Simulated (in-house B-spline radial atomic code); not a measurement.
**Binding energies in Co⁶⁺**

NIST's tabulated ground configuration is [Ar] 3d3; each binding energy is the energy of the ion with one electron taken from that subshell, relaxed, less that of the parent. Computed with an all-electron radial atomic-structure program (B-spline basis): Dirac-Hartree-Fock, average of configuration, Fermi nucleus of rms radius 3.7875 fm. Energies include first-order Breit, QED and recoil terms.

```json
{"subshell": "1s", "X-ray name": "K", "binding energy (eV)": "7851", "-ε (eV)": "7899.5", "relaxation (eV)": "35.6"}
{"subshell": "2s", "X-ray name": "L1", "binding energy (eV)": "1074", "-ε (eV)": "1087.6", "relaxation (eV)": "12.5"}
{"subshell": "2p1/2", "X-ray name": "L2", "binding energy (eV)": "939.7", "-ε (eV)": "954.9", "relaxation (eV)": "14.2"}
{"subshell": "2p3/2", "X-ray name": "L3", "binding energy (eV)": "925.3", "-ε (eV)": "939.9", "relaxation (eV)": "14.0"}
{"subshell": "3s", "X-ray name": "M1", "binding energy (eV)": "234.3", "-ε (eV)": "236.4", "relaxation (eV)": "2.0"}
{"subshell": "3p1/2", "X-ray name": "M2", "binding energy (eV)": "190.2", "-ε (eV)": "192.3", "relaxation (eV)": "1.9"}
{"subshell": "3p3/2", "X-ray name": "M3", "binding energy (eV)": "188.1", "-ε (eV)": "190.0", "relaxation (eV)": "1.9"}
{"subshell": "3d", "X-ray name": "M4,5", "binding energy (eV)": "126.3", "-ε (eV)": "128.1", "relaxation (eV)": "1.8"}
```

Relaxation = -ε minus the binding energy without Breit, QED and recoil terms.

Emission lines follow as differences of binding energies, with λ = 12398.42 eV·Å / E:

```tsv
line	holes	energy (eV)	wavelength (Å)
K-L3	1s → 2p3/2	6925.7	1.7902
K-L2	1s → 2p1/2	6911.3	1.7939
K-M3	1s → 3p3/2	7662.9	1.618
L1-M3	2s → 3p3/2	885.9	13.995
L3-M1	2p3/2 → 3s	691.0	17.943
```

(1) What screening constant σ does Moseley's law, E = (3/4)·13.6057 eV·(Z - σ)², need for K-L3?

(2) What does it cost to remove both a 2p3/2 and a 3p1/2 electron?

(3) What does it cost to remove two 2s electrons?

(4) What does it cost to remove both a 2p3/2 and a 3d electron?

Results:

(1) σ = 0.95.

(2) 1150.6 eV, which is 35.15 eV more than the two single binding energies together.

(3) 2221.5 eV, which is 73.4 eV more than the two single binding energies together.

(4) 1086 eV, which is 34.45 eV more than the two single binding energies together.
